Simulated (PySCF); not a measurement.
BCl2(CN): 4 charge schemes on one density

Compound: BCl2(CN), CBCl₂N.
Structure used (PBE0-D3(BJ)/def2-SVP), in Å, numbered top down from 1:
```
atom  x, y, z in Å
B1     0.2544    0.4422    0.0052
Cl2    1.9862    0.4150    0.0590
Cl3   -0.6349    1.9295   -0.0242
C4    -0.5138   -0.8907   -0.0133
N5    -1.0919   -1.8960   -0.0266
```

Density: PBE0/pcSseg-1 (PySCF); schemes: Mulliken, IAO, Hirshfeld and ESP-fitted. Geometry: PBE0-D3(BJ)/def2-SVP; no solvent, vibrations or thermal averaging.

Question: Atoms with like bonding are taken together and averaged. Do the Mulliken, IAO, Hirshfeld and ESP-fitted schemes agree on where the charge is lowest?

Answer: All schemes agree: Mulliken N5 (-0.190); IAO N5 (-0.151); Hirshfeld N5 (-0.156); ESP-fitted N5 (-0.358).

Question: Do the Mulliken, IAO, Hirshfeld and ESP-fitted schemes agree on where the charge is highest?

Answer: The schemes don't all agree: Mulliken B1 (+0.499); IAO B1 (+0.116); Hirshfeld B1 (+0.194); ESP-fitted C4 (+0.278).

Question: Give the atomic charges in each scheme.

Answer: In e; atoms taken as equivalent share a row and are averaged (×n: the atom named and its like, n in all):

```
   atom                 environment  Mulliken     IAO  Hirshfeld  ESP-fitted
     B1  boron bonded to C and 2 Cl    +0.499  +0.116     +0.194      +0.171
Cl2/Cl3        chlorine bonded to B    -0.121  +0.010     -0.015      -0.045
     C4    carbon bonded to B and N    -0.067  +0.015     -0.007      +0.278
     N5        nitrogen bonded to C    -0.190  -0.151     -0.156      -0.358
```

Mean size of the charges over all atoms: Mulliken 0.200 e, ESP-fitted 0.180 e, Hirshfeld 0.078 e, IAO 0.060 e. Each set sums to the total charge, 0, to within 0.001 e. The ESP scheme fits charges at the nuclei, held to the total charge, to the electrostatic potential on points at 1.4 to 2.0 times the van der Waals radii. The Hirshfeld scheme divides the density at each point in proportion to the densities of the neutral, spherically averaged free atoms.

Question: How many electrons does the IAO scheme count on C4?

Answer: Z − q = 6 − (+0.015) = 5.985.

Question: Sum the charges by element, for elements with more than one atom.

Answer: 
| element | atoms | Mulliken | IAO | Hirshfeld | ESP-fitted |
| --- | --- | --- | --- | --- | --- |
| Cl | 2 | -0.242 | +0.020 | -0.031 | -0.090 |
